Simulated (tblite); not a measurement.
Compound: 2-bromotetrafluoroethyl trifluorovinyl ether, C₄BrF₇O.
Numbering: `[F:1][C:2]([F:3])=[C:4]([F:5])[O:6][C:7]([F:8])([F:9])[C:10]([F:11])([F:12])[Br:13]`

Computed with GFN2-xTB (tblite), gas phase: L-BFGS steps from a force-field or distance-geometry start until the largest atomic force falls under 0.01 eV/Å.

The end geometry, which sets the zero of energy:
```
atom  x, y, z in Å
F1      0.5622    0.1023   -3.0774
C2     -0.0886    1.1041   -2.5253
F3     -0.5906    1.9221   -3.4223
C4     -0.1818    1.2757   -1.2080
F5     -0.8540    2.2930   -0.6743
O6      0.4251    0.4382   -0.3066
C7     -0.3617   -0.4303    0.3889
F8     -1.2470    0.1985    1.1813
F9     -1.0983   -1.1978   -0.4412
C10     0.5674   -1.3163    1.2504
F11     1.3668   -2.0350    0.4638
F12    -0.1432   -2.1627    1.9916
Br13    1.6394   -0.1912    2.3964
```

**Question.** These geometries come from the run, each turned onto the end geometry. Order them by energy, lowest first.
A.
```
atom  x, y, z in Å
F1      1.2042    0.6003   -2.9708
C2      0.1067    1.2005   -2.5572
F3     -0.4340    1.9511   -3.4932
C4     -0.3513    1.1100   -1.3099
F5     -1.4651    1.7200   -0.9197
O6      0.3081    0.3774   -0.3528
C7     -0.4261   -0.3686    0.5179
F8     -1.0396    0.3960    1.4401
F9     -1.4032   -1.0603   -0.1005
C10     0.5476   -1.3418    1.2276
F11     1.0504   -2.2012    0.3389
F12    -0.0890   -2.0476    2.1607
Br13    1.9869   -0.3353    2.0363
```
B.
```
atom  x, y, z in Å
F1      0.6993    0.1756   -3.0593
C2     -0.0474    1.1226   -2.5277
F3     -0.5493    1.9280   -3.4382
C4     -0.2289    1.2614   -1.2138
F5     -0.9794    2.2358   -0.7057
O6      0.3888    0.4550   -0.2916
C7     -0.3785   -0.4255    0.4102
F8     -1.2585    0.1885    1.2185
F9     -1.1208   -1.1931   -0.4152
C10     0.5666   -1.3197    1.2491
F11     1.2756   -2.1099    0.4420
F12    -0.1335   -2.1037    2.0661
Br13    1.7618   -0.2142    2.2830
```
C.
```
atom  x, y, z in Å
F1      0.8896    0.2415   -2.9547
C2      0.0025    1.1066   -2.5082
F3     -0.5332    1.8149   -3.4763
C4     -0.2605    1.2652   -1.2140
F5     -1.1582    2.1426   -0.7703
O6      0.3682    0.5121   -0.2532
C7     -0.3930   -0.3763    0.4471
F8     -1.2188    0.2318    1.3173
F9     -1.1849   -1.1000   -0.3718
C10     0.5604   -1.3240    1.2124
F11     1.1881   -2.1135    0.3396
F12    -0.1252   -2.1006    2.0491
Br13    1.8607   -0.2997    2.2003
```
D.
```
atom  x, y, z in Å
F1      1.3609    0.9246   -2.9076
C2      0.1651    1.3359   -2.5376
F3     -0.3933    2.1225   -3.4350
C4     -0.4001    1.0027   -1.3797
F5     -1.6050    1.4311   -1.0303
O6      0.2611    0.2023   -0.4721
C7     -0.4425   -0.4243    0.5033
F8     -0.9793    0.4447    1.3805
F9     -1.4697   -1.1402    0.0096
C10     0.5386   -1.3495    1.2664
F11     0.9001   -2.3775    0.5005
F12    -0.0410   -1.8438    2.3569
Br13    2.1007   -0.3278    1.7625
```
E.
```
atom  x, y, z in Å
F1      1.3500    1.1895   -3.0173
C2      0.1284    1.3971   -2.5727
F3     -0.5544    2.1976   -3.3701
C4     -0.3879    0.8770   -1.4605
F5     -1.6383    1.1473   -1.0983
O6      0.3232    0.0383   -0.6165
C7     -0.3515   -0.4119    0.4686
F8     -0.7653    0.6049    1.2532
F9     -1.4589   -1.0978    0.1164
C10     0.5359   -1.3478    1.3265
F11     0.9382   -2.4015    0.6199
F12    -0.1978   -1.7863    2.3490
Br13    2.0741   -0.4058    2.0193
```

**Answer.** B (0.003 eV), C (0.012 eV), A (0.021 eV), D (0.038 eV), E (0.087 eV).

In the order of the answer:

```json
{"step": "107", "E above end (eV)": "0.003", "largest force (eV/Å)": "0.13", "rms force component (eV/Å)": "0.034", "rms distance from end (Å)": "0.091", "rms bond change (Å)": "0.001", "bond most changed (Å)": "C10–Br13 -0.002"}
{"step": "98", "E above end (eV)": "0.012", "largest force (eV/Å)": "0.11", "rms force component (eV/Å)": "0.034", "rms distance from end (Å)": "0.200", "rms bond change (Å)": "0.001", "bond most changed (Å)": "C10–Br13 -0.003"}
{"step": "78", "E above end (eV)": "0.021", "largest force (eV/Å)": "0.07", "rms force component (eV/Å)": "0.029", "rms distance from end (Å)": "0.435", "rms bond change (Å)": "0.002", "bond most changed (Å)": "C10–Br13 +0.003"}
{"step": "68", "E above end (eV)": "0.038", "largest force (eV/Å)": "0.04", "rms force component (eV/Å)": "0.017", "rms distance from end (Å)": "0.620", "rms bond change (Å)": "0.004", "bond most changed (Å)": "C4–O6 +0.007"}
{"step": "8", "E above end (eV)": "0.087", "largest force (eV/Å)": "0.19", "rms force component (eV/Å)": "0.058", "rms distance from end (Å)": "0.708", "rms bond change (Å)": "0.005", "bond most changed (Å)": "C4–O6 +0.014"}
```

What follows is the cost of the whole relaxation. Time: 2.6 s wall, 5.2 s CPU. Hardware: Intel Xeon Platinum 8488C, 2 threads, on a shared host.
